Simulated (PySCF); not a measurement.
## Working out the excitation energy of Ar⁺

Ar⁺ [Ne] 3s2 3p5 (2P) → Ar⁺ [Ne] 3s1 3p5 3d1 (high-spin determinant). Calculation: PySCF 2.14, in aug-cc-pVTZ-DK (6s5p3d2f, 50 functions); the spin-free X2C one-electron Hamiltonian (Gaussian nucleus). Frozen: [Ne]. Energies in hartree (1 hartree = 27.21139 eV):

```json
{"part": "UHF", "Ar⁺ (lower)": "-528.087016", "Ar⁺ (upper)": "-526.834501"}
{"part": "MP2 opposite-spin", "Ar⁺ (lower)": "-0.129392", "Ar⁺ (upper)": "-0.156967"}
{"part": "MP2 same-spin", "Ar⁺ (lower)": "-0.038477", "Ar⁺ (upper)": "-0.040408"}
```

Q: What does Hartree-Fock give?

A: (-526.834501) − (-528.087016) = 1.252515 hartree = 34.083 eV.

Q: What do MP2 and SCS-MP2 (6/5 opposite-spin, 1/3 same-spin) give?

A: The opposite-spin parts differ by -0.750 eV and the same-spin parts by -0.053 eV. MP2: 34.083 + (-0.750) + (-0.053) = 33.280 eV. SCS-MP2: 34.083 + 1.2 × (-0.750) + (-0.053)/3 = 33.165 eV.

One determinant mixes LS terms, so it does not stand for a single term.

The upper state lies above the first ionisation limit, where it may autoionise and the basis confines it.
